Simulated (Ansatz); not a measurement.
`OC[SiH2]O` + H₂ → `O[SiH3]` + CH₃OH at 400 K and 1 bar (hydrogenolysis of the Si–C bond).

Program: Ansatz. Geometries: PBE0-D4/def2-TZVP. ΔE: electronic, gas phase. CBS: MP2 limit from def2 TZ/QZ plus the TZ coupled-cluster correction, frozen cores. This one scheme is used for every species. Each species was taken in one conformer, which may not be the lowest.

```
    species  CCSD(T)/CBS energy (Eh)  H − E (kJ/mol)  S (J/(mol·K))
`OC[SiH2]O`               -481.11999           222.1          356.6
         H₂                 -1.17544            38.0          139.0
  `O[SiH3]`               -366.69042           120.0          276.4
      CH₃OH               -115.61712           151.2          252.6
```

H − E and S are ideal-gas, rigid-rotor, harmonic terms from PBE0-D4/def2-TZVP, for one conformer and one mirror image of each species. The MP2-based limit puts H₂ 0.8 mEh under its directly extrapolated value; such offsets cancel only in part. 1 Eh = 2625.50 kJ/mol, R = 8.31446 J/(mol·K).

Q: By hand: ΔE, ΔH, ΔS and ΔG.

A: ΔE = (-366.69042) + (-115.61712) − (-481.11999) − (-1.17544) = -0.01211 Eh = -31.8 kJ/mol. Δ(H − E) = 120.0 + 151.2 − 222.1 − 38.0 = 11.1, so ΔH = -20.7 kJ/mol. ΔS = 276.4 + 252.6 − 356.6 − 139.0 = 33.4 J/(mol·K). ΔG = -20.7 − 400 × (33.4)/1000 = -34.1 kJ/mol.

Q: By hand: the equilibrium constant, and the temperature at which ΔG would vanish if ΔH and ΔS stayed fixed.

A: log₁₀ K = −ΔG/(RT ln 10) = 4.5. ΔH and −TΔS have one sign here, so there is no such temperature.

TΔS isn't small against ΔH here. A doubt of 5 kJ/mol in ΔE shifts log₁₀ K by 0.7 here. Other conformers and mirror images would add mixing entropy, several J/(mol·K) or more a flexible species. These are equilibria of isolated gas molecules and say nothing of rates. Largest T1 diagnostic: 0.011 (customary marks: 0.02 for closed shells, 0.045 for open ones).
